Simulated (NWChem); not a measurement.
System: BiF2 cation; SMILES [F][Bi+][F]

Output (shortened):

```
             Northwest Computational Chemistry Package (NWChem) 7.3.0
             --------------------------------------------------------

 C2V symmetry detected

                             Geometry "geometry" -> ""
                             -------------------------

 Output coordinates in angstroms (scale by  1.889725989 to convert to a.u.)

  No.       Tag          Charge          X              Y              Z
 ---- ---------------- ---------- -------------- -------------- --------------
    1 Bi                  83.0000     0.00000000     0.00000000     0.23536283
    2 F                    9.0000    -1.46761200     0.00000000    -1.08528417
    3 F                    9.0000     1.46761200     0.00000000    -1.08528417

 Effective nuclear repulsion energy (a.u.)     415.0373374026

      Symmetry information
      --------------------

 Group name             C2v
 Group number             16
 Group order               4
 No. of unique centers     2

                                 NWChem DFT Module
                                 -----------------

 Summary of "ao basis" -> "ao basis" (spherical)
 ------------------------------------------------------------------------------
       Tag                 Description            Shells   Functions and Types
 ---------------- ------------------------------  ------  ---------------------
 Bi                        def2-svpd                12       32   5s4p3d
 F                         def2-svpd                 9       23   4s3p2d

      Symmetry analysis of basis
      --------------------------

        a1         31
        a2         10
        b1         23
        b2         14

            General Information
            -------------------
          SCF calculation type: DFT
          Wavefunction type:  closed shell.
          No. of atoms     :     3
          No. of electrons :    40
           Alpha electrons :    20
            Beta electrons :    20
          Charge           :     1
          Spin multiplicity:     1
          Use of symmetry is: off; symmetry adaption is: on
          Maximum number of iterations: 150
          AO basis - number of functions:    78
                     number of shells:    30
          Convergence on energy requested:  1.00D-06
          Convergence on density requested:  1.00D-05
          Convergence on gradient requested:  5.00D-04

              XC Information
              --------------
                         B3LYP Method XC Potential
                     Hartree-Fock (Exact) Exchange  0.200
                        Slater Exchange Functional  0.800 local
                    Becke 1988 Exchange Functional  0.720 non-local
              Lee-Yang-Parr Correlation Functional  0.810
                  VWN I RPA Correlation Functional  0.190 local

             Grid Information
             ----------------
          Grid used for XC integration:  medium
          Radial quadrature: Mura-Knowles
          Angular quadrature: Lebedev.
          Tag              B.-S. Rad. Rad. Pts. Rad. Cut. Ang. Pts.
          ---              ---------- --------- --------- ---------
          Bi                  1.60      123           9.0       590
          F                   0.50       49          10.0       434
          Grid pruning is: on
          Number of quadrature shells:   221
          Spatial weights used:  Erf1

      Superposition of Atomic Density Guess
      -------------------------------------

 Sum of atomic energies:        -444.01297284

 Renormalizing density from      41.00 to     40

      Non-variational initial energy
      ------------------------------

 Total energy =    -407.542572
 1-e energy   =    -879.296647
 2-e energy   =     346.187274
 HOMO         =      -0.832345
 LUMO         =      -0.416719

      Symmetry analysis of molecular orbitals - initial
      -------------------------------------------------

  Numbering of irreducible representations:

     1 a1          2 a2          3 b1          4 b2

  Orbital symmetries:

[...]

                                NWChem TDDFT Module
                                -------------------

            General Information
            -------------------
           No. of orbitals :     156
            Alpha orbitals :      78
             Beta orbitals :      78
        Alpha frozen cores :       0
         Beta frozen cores :       0
     Alpha frozen virtuals :       0
      Beta frozen virtuals :       0
         Spin multiplicity :       1
    Number of AO functions :      78
        Use of symmetry is : off
      Symmetry adaption is : on
         Schwarz screening :  0.10D-07

              XC Information
              --------------
                  B3LYP Method XC Potential
              Hartree-Fock (Exact) Exchange   0.20
                 Slater Exchange Functional   0.80 local
             Becke 1988 Exchange Functional   0.72 non-local
       Lee-Yang-Parr Correlation Functional   0.81
           VWN I RPA Correlation Functional   0.19 local

             TDDFT Information
             -----------------
          Calculation type : Tamm-Dancoff TDDFT
         Wavefunction type : Restricted singlets
          No. of electrons :      40
           Alpha electrons :      20
            Beta electrons :      20
              No. of roots :       8
          Max subspacesize :    5600
            Max iterations :     100
               Target root :       1
           Target symmetry : none
      Symmetry restriction : off
                 Algorithm : Optimal
        Davidson threshold :  0.10D-03

    8 smallest eigenvalue differences (eV)
--------------------------------------------------------
  No. Spin  Occ  Vir  Irrep   E(Occ)    E(Vir)   E(Diff)
--------------------------------------------------------
    1    1   20   21 b2       -0.622    -0.412     5.702
    2    1   19   21 a2       -0.630    -0.412     5.924
    3    1   18   21 b1       -0.636    -0.412     6.092
    4    1   17   21 a1       -0.656    -0.412     6.644
    5    1   16   21 b2       -0.663    -0.412     6.824
    6    1   15   21 a2       -0.685    -0.412     7.418
    7    1   20   22 b1       -0.622    -0.310     8.475
    8    1   19   22 a1       -0.630    -0.310     8.697
--------------------------------------------------------

  Entering Davidson iterations
  Restricted singlet excited states

  Iter   NTrls   NConv    DeltaV     DeltaE      Time
  ----  ------  ------  ---------  ---------  ---------
    1      8       0     0.30E+00   0.10+100        3.9
    2     16       0     0.85E-01   0.84E-01        3.9
    3     24       0     0.39E-01   0.29E-01        3.9
    4     32       1     0.80E-02   0.18E-02        3.8
    5     39       6     0.14E-02   0.71E-04        3.7
    6     41       6     0.47E-03   0.27E-05        2.3
    7     43       8     0.50E-04   0.15E-06        2.3
  ----  ------  ------  ---------  ---------  ---------
  Convergence criterion met

  Ground state a1       -413.965945408490 a.u.

  ----------------------------------------------------------------------------
  Root   1 singlet b2             0.167293303 a.u.                4.5523 eV
  ----------------------------------------------------------------------------
     Transition Moments    X -0.00000   Y  0.36212   Z  0.00000
     Dipole Oscillator Strength                    0.0146247608
     Electric Quadrupole                           0.0000000188
     Magnetic Dipole                               0.0000011840
     Total Oscillator Strength                     0.0146259635

     Occ.   14  a1  ---  Virt.   21  b2       0.06002
     Occ.   16  a1  ---  Virt.   21  b2       0.16145
     Occ.   20  a1  ---  Virt.   21  b2      -0.98371
  ----------------------------------------------------------------------------
  Root   2 singlet a2             0.168416920 a.u.                4.5829 eV
  ----------------------------------------------------------------------------
     Transition Moments    X -0.00000   Y  0.00000   Z -0.00000
     Dipole Oscillator Strength                    0.0000000000
     Electric Quadrupole                           0.0000000000
     Magnetic Dipole                               0.0000002575
     Total Oscillator Strength                     0.0000002576

     Occ.   19  b1  ---  Virt.   21  b2      -0.99929
  ----------------------------------------------------------------------------
  Root   3 singlet b1             0.197563959 a.u.                5.3760 eV
  ----------------------------------------------------------------------------
     Transition Moments    X  0.29249   Y -0.00000   Z  0.00000
     Dipole Oscillator Strength                    0.0112677501
     Electric Quadrupole                           0.0000000666
     Magnetic Dipole                               0.0000000113
     Total Oscillator Strength                     0.0112678280

     Occ.   15  b1  ---  Virt.   23  a1       0.11321
     Occ.   18  a2  ---  Virt.   21  b2       0.93637
     Occ.   19  b1  ---  Virt.   23  a1       0.17568
     Occ.   20  a1  ---  Virt.   22  b1       0.27004
  ----------------------------------------------------------------------------
  Root   4 singlet b2             0.207149571 a.u.                5.6368 eV
  ----------------------------------------------------------------------------
     Transition Moments    X  0.00000   Y -0.36859   Z  0.00000
     Dipole Oscillator Strength                    0.0187624667
     Electric Quadrupole                           0.0000000608
     Magnetic Dipole                               0.0000008155
     Total Oscillator Strength                     0.0187633431

[...]
```

Level: B3LYP/def2-SVPD with def2 effective core potentials on Bi, TDA. Geometry: optimised at PBE0/def2-SVP. def2 effective core potentials on Bi; no spin-orbit coupling.

Reconstruct the input file.

One answer among several that fit: the input that was run:
```
start job
memory heap 200 mb stack 900 mb global 1100 mb
charge 1
geometry units angstroms noautoz
  Bi     0.000000     0.000000     0.194916
  F     -1.467612     0.000000    -1.125731
  F      1.467612     0.000000    -1.125731
end
basis spherical
  * library def2-svpd
end
ecp
  Bi library def2-ecp
end
dft
  xc b3lyp
  iterations 150
end
tddft
  cis
  nroots 8
  notriplet
end
task tddft energy
```
